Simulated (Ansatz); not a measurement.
Reaction (atomization): `[OH][Ge][SH]` → Ge• + 2 H• + O• + S•

Calculated with Ansatz (gas phase, PBE0-D4/def2-TZVP geometries, no zero-point term in ΔE). CCSD(T)/CBS adds triple-zeta CCSD(T) − MP2 to the extrapolated MP2 energy (def2 sets, frozen cores). This one scheme is used for every species, atoms too. Functionals use def2-TZVPP. Open shells (•) are unrestricted, without spin–orbit coupling. Spin–orbit coupling would lower the free atoms: a little for O, S; clearly for Ge. For Ge outer-core shells are correlated without core-valence functions, so the limit isn't a true one: a few kJ/mol of doubt a bond, and 10 to 20 or more in all where bonds break to atoms. Scalar relativity is left out up to krypton. Each species was taken in one conformer, which may not be the lowest.

CCSD(T)/CBS gives +1597.6 kJ/mol.

Task: Another level gave +1559.8 kJ/mol. Which?
A. PBE0/def2-TZVPP
B. CCSD(T)/def2-TZVPP
C. CAM-B3LYP-D4/def2-TZVPP
D. r2SCANh/def2-TZVPP

Result: A. PBE0 1559.8, CAM-B3LYP-D4 1577.0, r2SCANh 1570.6, CCSD(T)/def2-TZVPP 1535.5 kJ/mol.

Largest T1 diagnostic among the species: 0.015.

At CCSD(T), def2-SVP lies −172.7 kJ/mol from the extrapolated value and def2-TZVPP −62.1 kJ/mol: correlation converges slowly with the basis, and small sets miss more of it in the bonded molecule than in its fragments. From PBE to PBE0 (25 % exact exchange), in def2-TZVPP and without D4, ΔE moves by −59.8 kJ/mol: exact exchange takes away binding that semilocal exchange gives to molecules. In def2-TZVPP, CCSD(T) changes the Hartree–Fock value by +516.2 kJ/mol (the triples alone add +39.0 kJ/mol) and MP2 by +552.9 kJ/mol; breaking electron pairs costs correlation energy, which Hartree–Fock lacks.

For atomizations the MP2-based limit and the directly extrapolated one differ by several kJ/mol either way, and by 10 to 25 for some Ge, Se and Sn compounds, so smaller differences from it don't rank the levels.
